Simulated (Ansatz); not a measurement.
Consider the cleavage of the Si–P bond: `O[SiH]([SiH3])P` + H–F → `O[SiH](F)[SiH3]` + PH₃.

Program: Ansatz. Geometries: PBE0-D4/def2-TZVP. ΔE: electronic, gas phase. CCSD(T)/CBS adds triple-zeta CCSD(T) − MP2 to the extrapolated MP2 energy (def2 sets, frozen cores). This one scheme is used for every species. Functionals use def2-TZVPP. Each species was taken in one conformer, which may not be the lowest.

(1) Is it downhill or uphill in electronic energy at CCSD(T)/CBS, and by how much? (Estimate.)

(2) What do these levels give: PBE-D4, PBE0-D4, B2PLYP, HF/def2-TZVPP, SCS-MP2/def2-TZVPP, CCSD/CBS(def2)? (Estimate.)

Largest T1 diagnostic among the species: 0.014.

Results:

(1) Ansatz gave: Downhill: ΔE = -1.26 eV.

(2) The calculation gave: PBE-D4 -1.10, PBE0-D4 -1.14, B2PLYP -1.40, HF/def2-TZVPP -1.62, SCS-MP2/def2-TZVPP -1.37, CCSD/CBS(def2) -1.32 eV.

The D4 term adds +0.12 eV with B3LYP and +0.07 eV with PBE0; it sums over pairs of atoms, weighted by their polarisabilities, and B3LYP, whose exchange is more repulsive, gets the larger term. In def2-TZVPP, CCSD(T) changes the Hartree–Fock value by +0.32 eV (the triples alone add +0.05 eV) and MP2 by +0.35 eV.

B3LYP here is the variant with VWN-RPA as its local correlation; programs differ in this.
